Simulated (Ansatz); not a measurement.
Mulliken charges of CH5BTe, SMILES `CB[TeH]` from ωB97M-V/def2-TZVPP in Ansatz (PBE0-D4/def2-TZVP geometry).

```csv
atom,x (Å),y (Å),z (Å),charge (e)
C1,-0.101,0.711,-0.631,-0.311
B2,-0.030,0.104,0.799,-0.140
Te3,0.326,-1.935,1.255,0.068
H4,-1.076,1.196,-0.767,0.115
H5,0.634,1.520,-0.717,0.115
H6,0.055,0.010,-1.451,0.100
H7,-0.179,0.779,1.776,0.075
H8,0.463,-2.443,-0.320,-0.022
```

By hand: the dipole of these point charges (1 e Å = 4.8032 D).

Σ q r = (-0.011, 0.058, -0.006) e Å, of length 0.059 e Å = 0.28 D.

How does the dipole of the full density compare? (An estimate is asked.)

Ansatz gave: (-0.014, 0.097, -0.152) e Å, 0.87 D; the point charges give 0.32 times that, at 51° from its direction.

Point charges leave out the atoms' own dipoles, such as those of lone pairs, and Mulliken's split depends on the basis, so the two needn't agree.
